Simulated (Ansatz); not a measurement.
Basis-set extrapolation for C$_{3}$H$_{10}$OSi (`COCC[SiH3]`) (PBE0-D4/def2-TZVP geometry, frozen core, the Gaussian-basis code of Ansatz). Multiplicity 1, RHF reference.

|  | def2-TZVPP | def2-QZVPP |
| --- | --- | --- |
| HF | -483.290494 | -483.308952 |
| MP2 correlation | -0.893130 | -0.954493 |
| CCSD(T) correlation | -0.987167 | not run |

Energies in hartree. Use E(X) = E(∞) + A·exp(−7.88·√X) for Hartree–Fock and E(X) = E(∞) + B·X^(−2.97) for correlation, with X = 3 and 4, and add CCSD(T) minus MP2 of the smaller set to the MP2 limit.

Q: What is the CCSD(T) energy at the basis-set limit?

A: HF limit: -483.308952 + (-0.018458) × 0.13774 = -483.31149. MP2 limit: -0.954493 + (-0.061363) × 0.74074 = -0.99995. Higher-order term: -0.987167 − (-0.893130) = -0.09404. Total: -484.40548 hartree, 3.48 eV below CCSD(T)/def2-TZVPP.
